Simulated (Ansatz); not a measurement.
`C=C[SiH2][SiH2]S` + CH₃OH → `CO[SiH2]S` + `C=C[SiH3]`  (cleavage of the Si–Si bond)

Program: Ansatz. Geometries: PBE0-D4/def2-TZVP. ΔE: electronic, gas phase. CBS: MP2 limit from def2 TZ/QZ plus the TZ coupled-cluster correction, frozen cores. This one scheme is used for every species. Functionals use def2-TZVPP. B3LYP here is the variant with VWN-RPA as its local correlation; programs differ in this. One conformer a species, not always the lowest.

(1) Is it downhill or uphill in electronic energy at CCSD(T)/CBS, and by how much? (Estimate.)

(2) What do these levels give: PBE-D4, r2SCAN-D4, B3LYP-D4, ωB97X-V, r2SCAN, PBE0, B3LYP, HF/def2-TZVPP, MP2/def2-TZVPP, MP2/def2-QZVPP, HF/CBS(def2), CCSD/CBS(def2)? (Estimate.)

Largest T1 diagnostic among the species: 0.012.

## Answers

(1) The calculation gave: Downhill: ΔE = -21.7 kcal/mol.

(2) The calculation gave: PBE-D4 -16.2, r2SCAN-D4 -20.8, B3LYP-D4 -21.6, ωB97X-V -22.0, r2SCAN -21.2, PBE0 -18.8, B3LYP -23.5, HF/def2-TZVPP -28.8, MP2/def2-TZVPP -23.3, MP2/def2-QZVPP -23.1, HF/CBS(def2) -29.3, CCSD/CBS(def2) -22.7 kcal/mol.

The D4 term adds +1.9 kcal/mol with B3LYP and +1.2 kcal/mol with PBE0; it sums over pairs of atoms, weighted by their polarisabilities, and B3LYP, whose exchange is more repulsive, gets the larger term. From PBE to PBE0 (25 % exact exchange), in def2-TZVPP and without D4, ΔE moves by −1.4 kcal/mol.
